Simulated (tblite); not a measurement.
H4P (SMILES [PH4+]), charge +1, singlet, at a GFN2-xTB geometry; GFN1-xTB in tblite.

Input for tblite:
```
$ tblite run mol.xyz --method gfn1 --charge 1 --spin 0 --grad --json tblite.json --no-restart

# file mol.xyz
5

P     -0.00000000    -0.00000000    -0.00000000
H     -0.00987336     1.28259337    -0.49515063
H      1.12686123    -0.65279636    -0.44086058
H     -1.11826107    -0.66909633    -0.43831456
H      0.00127320     0.03929932     1.37432577
```

The log (banner, timings and long lists left out):

```
xTB calculator
 | screened Coulomb repulsion
 | Coulomb electrostatics
 |  * isotropic Klopman-Ohno-Mataga-Nishimoto electrostatics
 |  * onsite third-order electrostatics
 | DFT-D3(BJ) dispersion correction

halogen bonding energy    0.0000000000000E+00 Eh
repulsion energy          4.2208456808327E-02 Eh
dispersion energy        -7.4437928805466E-04 Eh
number of electrons       8.0000000000000E+00 e
integral cutoff           2.3778036236194E+01 bohr

------------------------------------------------------------
  cycle        total energy    energy error   density error
------------------------------------------------------------
      1     -4.284049540988  -4.3255136E+00   1.5899276E-01
      2     -4.293983492129  -9.9339511E-03   5.4168768E-02
      3     -4.296105663391  -2.1221713E-03   4.0989682E-02
      4     -4.296358622534  -2.5295914E-04   1.4187999E-03
      5     -4.296360946865  -2.3243314E-06   4.8692122E-04
      6     -4.296361073883  -1.2701802E-07   4.8909174E-05
      7     -4.296361076594  -2.7104416E-09   1.4656477E-08
------------------------------------------------------------

electronic energy        -4.3378251541140E+00 Eh
total energy             -4.2963610765938E+00 Eh

Post processing:
 | Mayer-Wiberg bond orders

[Info] Tight-binding results written to 'tblite.txt'
[Info] JSON dump of results written to 'tblite.json'
```
